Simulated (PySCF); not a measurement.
# Magnetic susceptibility: `Br[C@@H]1C=CCC1`, C5H7Br

Geometry:
```csv
atom,x (Å),y (Å),z (Å)
Br1,0.734,-1.489,2.114
C2,0.796,-0.865,0.211
C3,1.213,0.563,0.190
C4,0.182,1.360,-0.047
C5,-1.089,0.592,-0.248
C6,-0.601,-0.856,-0.406
H7,1.491,-1.557,-0.260
H8,2.224,0.857,0.408
H9,0.207,2.434,-0.084
H10,-1.651,0.938,-1.115
H11,-1.730,0.705,0.631
H12,-1.270,-1.581,0.054
H13,-0.510,-1.102,-1.467
```

Method used: PySCF 2.14.0, GIAO B3LYP/pcSseg-1 magnetisability, rotational g tensor and spin-rotation constants, non-relativistic, gas phase. Geometry: GFN2-xTB.

The calculation is non-relativistic, which matters for the atoms heavier than Zn.

Question: What are the magnetisability and the molar susceptibility?

Answer: Isotropic -1247 × 10⁻³⁰ J/T², or -75.1 × 10⁻⁶ cm³/mol; principal values -1456, -1147, -1137 × 10⁻³⁰ J/T², anisotropy 314 × 10⁻³⁰ J/T² (root of half the summed squared differences of the principal values). The susceptibility is in cgs units.

Question: Split it along the inertial axes a, b, c into diamagnetic and paramagnetic parts about the centre of mass, with the quadrupole moment.

Answer: 
```csv
axis,χ (10⁻⁶ cm³/mol),diamagnetic (10⁻⁶ cm³/mol),paramagnetic (10⁻⁶ cm³/mol),summed x² of all electrons (Å²),quadrupole Θ (D Å)
a,-80.5,-336.8,256.4,177.1,-0.15
b,-69.1,-880.0,811.0,49.0,+0.11
c,-75.7,-959.1,883.3,30.4,+0.05
```
Anisotropies 2χaa − χbb − χcc = -16.1 and 2χbb − χaa − χcc = +18.0 × 10⁻⁶ cm³/mol. Θ is traceless in Buckingham's convention.

Question: And the rotational g tensor?

Answer: 
| axis | rotational constant (GHz) | g | nuclear part | electronic part |
| --- | --- | --- | --- | --- |
| a | 5.3806 | -0.0121 | 0.6360 | -0.6481 |
| b | 1.4339 | -0.0110 | 0.5353 | -0.5463 |
| c | 1.3163 | -0.0059 | 0.5403 | -0.5462 |

Asymmetric top; isotopes 79Br, 12C, 1H; no vibrational averaging.
